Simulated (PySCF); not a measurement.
## Excitation energy of Li by level of theory

Li [He] 2s1 (2S) → Li [He] 2p1 (2P), as a difference of total energies. All numbers are calculated (PySCF 2.14, the non-relativistic Hamiltonian (point nucleus), in aug-cc-pCVTZ (7s6p4d2f, 59 functions)). Correlated levels: valence and next inner shell: nothing frozen. The calculations carry no spin-orbit coupling.

| method | excitation energy (eV) |
| --- | --- |
| UHF | 1.842 |
| MP2 (valence and next inner shell) | 1.850 |
| SCS-MP2 (valence and next inner shell) | 1.852 |
| CCSD (valence and next inner shell) | 1.850 |
| CCSD(T) (valence and next inner shell) | 1.850 |

Errors of the correlated levels include the incompleteness of this basis.

For comparison: 1.848 eV (measured; NIST levels, between the centres of gravity of the two terms).
